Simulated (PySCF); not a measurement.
Vertical excitations of a molecule C₂H₇NSi₂ from TDA-PBE/def2-SVPD run with PySCF, as energy in eV (oscillator strength): 6.54 (0.025), 6.66 (0.014), 6.77 (0.015), 6.81 (0.002), 6.95 (0.009), 6.99 (0.003), 7.13 (0.012), 7.21 (0.025), 7.24 (0.001), 7.29 (0.043). Lowest triplet (TDA): 5.86 eV. Geometry optimised at B3LYP-D3(BJ)/def2-SVP. The values are those of a single conformer.

### Question
Which structure fits?
A. CC1=N[SiH2][SiH2]1
B. N[SiH2]C#C[SiH3]
C. N#CC[SiH2][SiH3]
D. [SiH3]C1=NC[SiH2]1

### Answer
C, N#CC[SiH2][SiH3]
